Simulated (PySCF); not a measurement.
# Löwdin shares of the frontier orbitals

Species: C6H6F (charge +1).
Geometry (GFN2-xTB, Å), atoms numbered from 1 in this order:
```
atom  x, y, z in Å
C1     2.886   -1.070   -0.575
C2     2.115   -0.154   -0.413
C3     1.289    0.959   -0.236
F4     1.869    2.122   -0.330
C5    -0.077    0.928    0.027
C6    -0.794   -0.239    0.149
C7    -2.212   -0.291    0.421
H8     3.546   -1.883   -0.715
H9    -0.571    1.886    0.136
H10   -0.271   -1.183    0.034
H11   -2.676    0.687    0.521
H12   -2.716   -0.873   -0.359
H13   -2.392   -0.890    1.322
```

Method: PySCF, TDDFT wB97X-D/def2-SVPD, vertical, gas phase, core orbitals frozen in the response.

Frontier orbitals with the atoms that hold most of them (Löwdin shares over 4%, at most four atoms; ? is withheld):

```tsv
orbital	ε (eV)	atoms
LUMO+2	-3.23	C1 37%, C2 30%, C3 10%, F4 8%
LUMO+1	-3.48	C5 27%, C6 22%, C1 16%, C2 11%
LUMO	?	?
HOMO	-15.24	C5 24%, C1 20%, C2 19%, C6 14%
HOMO-1	-16.03	?
HOMO-2	-17.10	C2 26%, C1 17%, C3 16%, F4 16%
HOMO-3	-17.74	C7 34%, H11 20%, C6 18%, H10 9%
```

Task: Give the leading atoms of the LUMO.

Result: C3 (bonded to 2 C and F) 26%; C6 (bonded to 2 C and H) 24%; C1 (bonded to C and H) 14%; F4 (bonded to C) 9%. By element: carbon 64% or more, fluorine 9%.

Task: Give the leading atoms of the HOMO-1.

Result: C2 (bonded to 2 C) 43%; C1 (bonded to C and H) 42%; C3 (bonded to 2 C and F) 4%.

Task: What is the LUMO energy, and the HOMO–LUMO gap?

Result: ε(LUMO) = -7.30 eV; the gap is 7.95 eV (0.2920 hartree).

Task: How does S1 compare with the orbital gap of 7.95 eV?

Result: S1 is at 3.68 eV (f = 0.0000), 4.26 eV below the gap, made of HOMO-1→LUMO (96%). Its leading pair isn't HOMO and LUMO; the energies of that pair differ by 8.73 eV. Without the coupling terms of the response equations the lowest excitation would equal the gap.

Task: Give energy, strength and leading configuration of S1, S2 and S4, and follow the Löwdin shares of the leading atoms from the occupied to the empty orbital.

Result: 
- S1 (3.68 eV, f 0.0000), HOMO-1→LUMO (96%): C2 43% → at most 10%, C1 42% → 14%, C3 4% → 26%, C6 at most 4% → 24%
- S2 (4.18 eV, f 0.402), HOMO→LUMO (94%): C5 24% → at most 10%, C1 20% → 14%, C3 at most 14% → 26%, C6 14% → 24%
- S4 (5.80 eV, f 0.216), HOMO-2→LUMO (88%): C2 26% → at most 10%, C1 17% → 14%, C3 16% → 26%, C6 at most 16% → 24%

On Arm Neoverse V2, one thread, no GPU, on a shared host, this took 29 s of wall time and 0.78 GiB of memory at its peak.

One conformer stands for the species.
